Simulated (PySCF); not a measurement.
# Radial density of Si²⁺ (silicon, charge +2)

UHF, [Ne] 3s1 3p1, high-spin 3P determinant (an excited configuration). Calculation: PySCF 2.14, in aug-cc-pVQZ-DK (7s6p4d3f2g, 84 functions); scalar relativity by spin-free X2C-1e.

```csv
r (bohr),4πr²ρ (e/bohr),4πr²(ρα − ρβ)
0.00179,0.07916,0.0002
0.00301,0.2081,0.0006
0.00506,0.5381,0.0016
0.00851,1.345,0.0040
0.0143,3.167,0.0093
0.0241,6.722,0.0196
0.0405,11.93,0.0337
0.0682,15.75,0.0397
0.115,13.46,0.0296
0.193,9.608,0.0761
0.324,13.24,0.2208
0.546,12.15,0.0917
0.918,3.466,0.1474
1.54,1.228,1.0783
2.60,0.6627,0.6623
4.37,0.04119,0.0412
7.34,5.781e-05,0.0001
```

Densities and radii are taken from the X2C orbitals without a picture-change correction, which distorts them close to the nucleus.
